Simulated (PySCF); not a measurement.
# VNCl₂: one-bond stretch

All numbers come from PBE in PySCF with V def2-SVP, N def2-SVP, Cl def2-SVP; no relativity; density-fitted integrals.

Rigid scan from the singlet minimum (V–Cl 2.182 Å (×2), V–N 1.528 Å; Cl–V–Cl 122.3°, Cl–V–N 109.7° (×2)). Coordinate: the bond from V to the last atom (Cl) scaled, the rest fixed. Energies in kJ/mol from the minimum.

| scale of one bond | E (kJ/mol) | dipole size (D) |
| --- | --- | --- |
| 0.92 | 27.7 | 2.89 |
| 0.96 | 6.0 | 2.81 |
| 1.00 | 0.0 | 2.80 |
| 1.05 | 7.1 | 2.87 |
| 1.12 | 33.6 | 3.07 |
| 1.20 | 75.6 | 3.38 |
| 1.35 | 160.8 | 3.99 |
| 1.55 | 256.1 | – |
| 1.80 | 335.8 | – |

At long bonds a restricted determinant can lie too high, and another spin state can fall below this curve.

The scan took 2.9 min on 2 threads of a shared Arm Neoverse V1 host; the process peaked at 0.89 GiB.
